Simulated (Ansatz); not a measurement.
Consider the isomerisation: `O=CCBr` → `CC(=O)Br`.

Isolated molecules relaxed with PBE0-D4/def2-TZVP in Ansatz; ΔE leaves out vibrations. CBS: MP2 limit from def2 TZ/QZ plus the TZ coupled-cluster correction, frozen cores. DFT in def2-TZVPP. HSE06 is defined as in plane-wave codes. For Br outer-core shells are correlated without core-valence functions, which leaves a few kJ/mol of doubt a bond. Scalar relativity is left out up to krypton. One conformer a species, not always the lowest.

`O=CCBr`:

```xyz
7

O    -0.696   -1.716   -0.398
C     0.120   -0.846   -0.303
C    -0.161    0.468    0.370
Br    0.358    1.901   -0.828
H     1.147   -0.958   -0.707
H     0.449    0.580    1.267
H    -1.217    0.571    0.601
```

`CC(=O)Br`:

```xyz
7

C    -0.318    0.515    0.362
C     0.386   -0.698   -0.141
O     0.791   -1.613    0.475
Br    0.610   -0.647   -2.104
H    -0.421    0.452    1.444
H    -1.297    0.587   -0.115
H     0.248    1.404    0.079
```

| level | ΔE (kJ/mol) |
| --- | --- |
| B97M-V | -69.6 |
| r2SCANh-D4 | -72.6 |
| HSE06-D4 | -65.8 |
| CAM-B3LYP-D4 | -61.0 |
| B2PLYP | -63.4 |
| PBE-QIDH | -61.0 |
| MP2/def2-QZVPP | -62.3 |
| MP2/CBS(def2) | -62.6 |

(1) What does CCSD(T)/CBS give? (Estimate.)

(2) What do rigid-rotor, harmonic-oscillator terms from PBE0-D4/def2-TZVP frequencies (298.15 K, 1 bar) make of the CCSD(T)/CBS value? (Estimate.)

Largest T1 diagnostic among the species: 0.013.

Answers

(1) Computed: -56.9 kJ/mol. The listed levels differ from it by -12.7, -15.7, -8.9, -4.1, -6.5, -4.1, -5.4, -5.7 kJ/mol.

(2) Ansatz gave: ΔZPE = -0.2 kJ/mol, ΔH = -56.8 kJ/mol, ΔS = -2 J/(mol·K), ΔG = -56.2 kJ/mol.

From PBE to PBE0 (25 % exact exchange), in def2-TZVPP and without D4, ΔE moves by +7.9 kJ/mol. In def2-TZVPP, CCSD(T) changes the Hartree–Fock value by −11.9 kJ/mol (the triples alone add −4.4 kJ/mol) and MP2 by −17.6 kJ/mol.
